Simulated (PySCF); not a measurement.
**SMILES [H]/N=C\COC(C)=O, C4H7NO2**

Geometry:
```csv
atom,x (Å),y (Å),z (Å)
C1,2.356,0.475,0.080
C2,1.195,-0.241,-0.556
O3,1.254,-0.991,-1.492
O4,0.050,0.070,0.069
C5,-1.137,-0.541,-0.427
C6,-2.314,-0.084,0.392
N7,-2.313,0.703,1.362
H8,3.273,0.213,-0.438
H9,2.191,1.548,0.030
H10,2.425,0.191,1.127
H11,-1.282,-0.272,-1.481
H12,-1.042,-1.633,-0.376
H13,-3.266,-0.505,0.080
H14,-1.392,1.065,1.608
```

Computed, not measured: PySCF 2.14.0, GIAO X3LYP/pcSseg-0 magnetisability, rotational g tensor and spin-rotation constants, non-relativistic, gas phase. Geometry: GFN2-xTB.

(1) Give the nuclear spin-rotation constants along the inertial axes (H = +C I·J) beside the isotropic shieldings.

## Answers

(1) Rotational constants 6.3724, 1.5122, 1.2410 GHz. A star marks the isotopologue with that one atom substituted, in its own axes.
```
atom  isotope  Caa (kHz)  Cbb (kHz)  Ccc (kHz)  mean (kHz)  σ (ppm)
  N7      14N      1.415      0.549      0.020       0.661   -129.5
  H8       1H      0.151     -0.180     -0.162      -0.064     31.3
  H9       1H     -0.766     -0.104     -0.033      -0.301     30.6
 H10       1H     -0.766     -0.104     -0.032      -0.301     30.6
 H11       1H     -0.641     -0.089     -0.021      -0.251     28.4
 H12       1H     -0.640     -0.089     -0.021      -0.250     28.4
 H13       1H     -0.054      0.013     -0.136      -0.059     25.0
 H14       1H     -0.009      0.133     -0.172      -0.016     21.0
  C1     13C*      0.821      0.205      0.211       0.412    164.8
  C2     13C*      3.557      0.521      0.314       1.464      6.4
  O3     17O*     -4.117     -1.025     -0.084      -1.742   -173.6
  O4     17O*     -0.895     -0.531     -0.140      -0.522    150.5
  C5     13C*      1.310      0.354      0.262       0.642    117.3
  C6     13C*      3.275      0.602      0.225       1.367     20.3
```
For the geometry as given, no vibrational averaging.
